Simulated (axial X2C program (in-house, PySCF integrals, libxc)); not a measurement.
**Nuclear properties of TeBr**

Calculated with an axial X2C code built on PySCF integrals: two-component X2C with atomic mean-field Coulomb and Gaunt terms, Gaussian nuclei, basis Te dyall-cv3z, Br dyall-cv3z with contracted cores.

R = 2.474 Å (near the PBE0 minimum at charge 0 of the determinant lowest at the starting distance; the state shown can have its own minimum elsewhere).

Determinant lowest in the PBE0 search, Ω = 3/2 (⟨Sz⟩ = 0.51, ⟨Lz⟩ = 0.99 at PBE0), spin on the atoms Te 0.46, Br 0.04:

```
    level  Eeff magnitude (GV/cm)  Ws magnitude Te (kHz)  A∥/gI Te (MHz)  qzz Te (a.u.)  A∥/gI Br (MHz)  qzz Br (a.u.)  μ (D)
     PBE0                    1.64                  0.634             556          10.17            87.8           6.76  -1.13
       HF                    4.71                   1.79             611          10.46            47.4           7.01  -1.67
      PBE                    1.15                  0.451             532          10.06             107           6.45  -0.86
BHandHLYP                    1.96                  0.755             599          10.44            76.4           6.93  -1.39
   r2SCAN                    1.69                  0.688             593          10.33             116           6.55  -0.92
```

Determinant 0.52 eV from it at PBE0 and this distance, Ω = 1/2 (⟨Sz⟩ = -0.49, ⟨Lz⟩ = 0.99 at PBE0), spin on the atoms Te -0.45, Br -0.04:

```
    level  Eeff magnitude (GV/cm)  Ws magnitude Te (kHz)  A∥/gI Te (MHz)  qzz Te (a.u.)  A∥/gI Br (MHz)  qzz Br (a.u.)  μ (D)
     PBE0                    2.73                   2.94            3890           9.55             423           6.79  -0.93
       HF                    2.42                   2.47            3960           9.66             173           7.20  -1.46
      PBE                    2.61                   2.85            3730           9.55             562           6.42  -0.64
BHandHLYP                    3.12                   3.32            3950           9.72             313           7.01  -1.19
   r2SCAN                    1.82                   1.87            3470           9.79             489           6.52  -0.71
```

Eeff is the effective electric field on the electron electric dipole moment in this Ω state and Ws the scalar–pseudoscalar constant of the nucleus named (defined with the proton number Z and per Ω); A∥ (defined per Ω) follows by multiplying with gI = μI/(I μN); qzz is the electric field gradient, eQq0 = 234.96 MHz × Q/barn × qzz; μ is positive if the Br end (last atom) is positive. The operators were transformed with the bare-nucleus X2C matrices; with these basis sets, hyperfine constants and field gradients can be off by tens of per cent, and where levels differ in sign neither size nor sign is settled.

(1) With gI(125Te) = -1.7770, Q(79Br) = 0.3087 barn (g factors from the IAEA table of nuclear moments by Stone; Q from Pyykkö, Mol. Phys. 2018), turn the PBE0 values of the first state into constants in MHz.

Each state is one determinant with collinear spin. Unrestricted Hartree–Fock can overshoot spin polarisation at the nuclei. Where Eeff spreads by more than a factor of two the levels disagree and none is to be relied on. The search compared states at one distance, so a state with another bond length can lie lower. Further determinants of the search, some of them spin-mixed, are not shown. Where a field gradient or hyperfine factor spreads by more than a factor of two over the levels, a constant derived from it is not to be relied on. PBE0 term energies can be off by some tenths of an eV.

Results:

(1) A∥(125Te) = 556 × -1.7770 = -988 MHz; eQq0(79Br) = 234.96 × (0.3087) × (6.76) = 490 MHz.
